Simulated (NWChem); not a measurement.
# CH3ITe; SMILES C[Te]I

def2 effective core potentials on Te, I; no spin-orbit coupling.

### Question
Give the equilibrium geometry at PBE-D3(BJ)/def2-SVP with def2 effective core potentials on Te, I (NWChem) as a list of bonds and angles, with the point group.

### Answer
point group Cs; any orientation.
Bonds (Å): Te1–I2 2.742, Te1–C3 2.174, C3–H4 1.108, C3–H5 1.104, C3–H6 1.104. Angles (°): I2–Te1–C3 95.9, Te1–C3–H4 105.8, Te1–C3–H5 109.6, Te1–C3–H6 109.6, H4–C3–H5 110.1, H4–C3–H6 110.1, H5–C3–H6 111.5.
